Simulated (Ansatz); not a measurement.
CH9BN2Si can be A, `NBC(N)[SiH3]`, or B, `BN(C)[SiH2]N`.

Program: Ansatz. Geometries: PBE0-D4/def2-TZVP. ΔE: electronic, gas phase. CCSD(T)/CBS is the MP2 limit (def2-TZVPP, def2-QZVPP) plus CCSD(T) − MP2 in def2-TZVPP, frozen cores. Functionals use def2-TZVPP. B3LYP here is the variant with VWN-RPA as its local correlation; programs differ in this. Each species was taken in one conformer, which may not be the lowest.

A:

```xyz
14

N    -1.5963    1.4962   -0.1018
B    -0.5910    0.8708    0.6328
C     0.6014    0.1334   -0.0718
N     1.7207   -0.1488    0.8266
Si   -0.0862   -1.5376   -0.6253
H    -2.3925    1.9308    0.3298
H    -1.6144    1.5324   -1.1076
H    -0.6754    0.8837    1.8293
H     0.8799    0.6789   -0.9914
H     2.0356    0.6832    1.3078
H     2.5111   -0.5386    0.3307
H     1.0352   -2.4078   -1.0806
H    -1.0313   -1.3538   -1.7635
H    -0.7967   -2.2228    0.4851
```

B:

Z-matrix (Å, degrees):
```
C
N 1 1.458
H 1 1.095 2 111.2
H 1 1.095 2 111.2 3 119.9
H 1 1.090 2 109.9 3 -120.0
Si 2 1.761 1 114.0 3 -59.8
B 2 1.392 1 121.6 3 120.1
N 6 1.702 2 116.5 1 -179.9
H 6 1.486 2 106.6 1 -58.7
H 6 1.486 2 106.5 1 58.8
H 7 1.201 2 119.3 1 0.0
H 7 1.198 2 119.7 1 180.0
H 8 1.007 6 120.0 2 71.8
H 8 1.007 6 120.0 2 -71.7
```

**Question.** Which isomer does CCSD(T)/CBS put lower? Give the gap. (Estimate.)

**Answer.** Ansatz gave: B, by 27.4 kcal/mol.

**Question.** Give E(B) − E(A) in kcal/mol with ωB97M-V, MP2/def2-TZVPP, B2PLYP, r2SCAN-D4, CCSD/def2-TZVPP, HF/def2-TZVPP, B3LYP. (Best estimate.)

**Answer.** Ansatz gave: ωB97M-V -26.4, MP2/def2-TZVPP -28.6, B2PLYP -27.9, r2SCAN-D4 -26.0, CCSD/def2-TZVPP -27.7, HF/def2-TZVPP -30.5, B3LYP -26.8. None reverses the order clearly.

Largest T1 diagnostic: 0.012.

From PBE to PBE0 (25 % exact exchange), in def2-TZVPP and without D4, E(B) − E(A) moves by −1.3 kcal/mol. In def2-TZVPP, CCSD(T) changes the Hartree–Fock value by +3.1 kcal/mol (the triples alone add +0.3 kcal/mol) and MP2 by +1.9 kcal/mol.
